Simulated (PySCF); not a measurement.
C₃H₇Si, SMILES C1[SiH]CC1 (connectivity only; charge and spin as stated), charge +1, multiplicity 1. Atoms are numbered in the order given.

```xyz
11

C      1.3062    -0.0044     0.0000
C      0.3286     0.0028     1.2341
Si    -1.0473    -0.0007     0.0000
C      0.3286     0.0028    -1.2341
H      1.9471    -0.9065     0.0000
H      1.9628     0.8862     0.0000
H      0.3817     0.8962     1.8972
H      0.3807    -0.8797     1.9113
H     -2.5535    -0.0095     0.0000
H      0.3807    -0.8797    -1.9113
H      0.3817     0.8962    -1.8972
```
Charge +1, spin multiplicity 1.

The structure is a stationary point at PBE-D3(BJ)/def2-SVP. The multiplicity is an assumed one; no other spin state was optimised. The isomer is the one that the SMILES or the coordinates give; other isomers of the formula were not compared.

Level of theory: PBE-D3(BJ)/def2-SVP in PySCF.

Frequencies are harmonic and unscaled.

A small imaginary wavenumber (i) marks a very flat motion, where grid noise or a shallow saddle decides the sign.

Problem. Give all harmonic wavenumbers and intensities. (Estimate from the structure and the level; the computed values follow.)

Solution. 
```
mode  ν (cm⁻¹)  IR (km/mol)  moving atoms (share of kinetic energy)
----  --------  -----------  --------------------------------------
1          17i          0.6                          H 67 %, C 29 %
2          243          0.1                                  H 95 %
3          371          0.0                          H 82 %, C 18 %
4          514         27.2                  Si 47 %, C 45 %, H 9 %
5          600          0.4                          H 71 %, C 26 %
6          665         30.6                          H 79 %, C 15 %
7          781          3.4                          C 63 %, H 31 %
8          784         88.7                 H 39 %, Si 33 %, C 29 %
9          834         11.0                          H 68 %, C 25 %
10         878          4.0                          C 76 %, H 21 %
11         885          0.0                                  H 99 %
12         943          7.5                          C 80 %, H 19 %
13        1041          5.2                          H 77 %, C 22 %
14        1085         31.2                          H 61 %, C 39 %
15        1119          4.9                          H 72 %, C 27 %
16        1175          0.0                                  H 94 %
17        1227          1.9                          H 72 %, C 27 %
18        1284         92.6                                  H 92 %
19        1309          2.6                                  H 93 %
20        1404          3.1                           H 92 %, C 8 %
21        2160         37.8                                  H 96 %
22        2980         61.9                                  H 94 %
23        2985         16.4                                  H 94 %
24        3026          0.0                           H 91 %, C 9 %
25        3026         35.6                           H 91 %, C 9 %
26        3029          0.4                                  H 95 %
27        3099          3.5                          H 90 %, C 10 %
```
